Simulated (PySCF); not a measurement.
C3H6BNO, SMILES CB1CN=CO1. Heavy atoms are numbered as in [CH3:1][B:2]1[CH2:3][N:4]=[CH:5][O:6]1. Hydrogens are named by the atom that carries them.

Coordinates come from a ωB97X-D3(BJ)/def2-SVP optimisation. This is a generated structure with no PubChem entry under its InChIKey; it may be hypothetical. Other conformers were not sampled.

Method: KT2/pcSseg-1 (PySCF).

GIAO shieldings, no solvent; atoms alike by connectivity are averaged. δ = σ(ref) − σ: ¹³C against TMS (σ = 185.1 ppm); ¹¹B against BF3 (σ = 89.8 ppm); ¹⁵N against NH3 (σ = 266.2 ppm); ¹⁷O against H2O (σ = 330.4 ppm); ¹H against TMS (σ = 31.47 ppm), references at their B3LYP-D3(BJ)/def2-TZVP geometries, non-relativistic.

| nucleus | atoms | count | δ (ppm) |
|---|---|---|---|
| ¹³C | C5 (CH) | 1 | 155.0 |
| ¹³C | C3 (CH2) | 1 | 56.2 |
| ¹³C | C1 (CH3) | 1 | 1.1 |
| ¹¹B | B2 | 1 | 46.5 |
| ¹⁵N | N4 | 1 | 286.7 |
| ¹⁷O | O6 | 1 | 312.2 |
| ¹H | H on C5 | 1 | 7.36 |
| ¹H | H on C3 | 2 | 3.71 |
| ¹H | H on C1 | 3 | 1.15 |
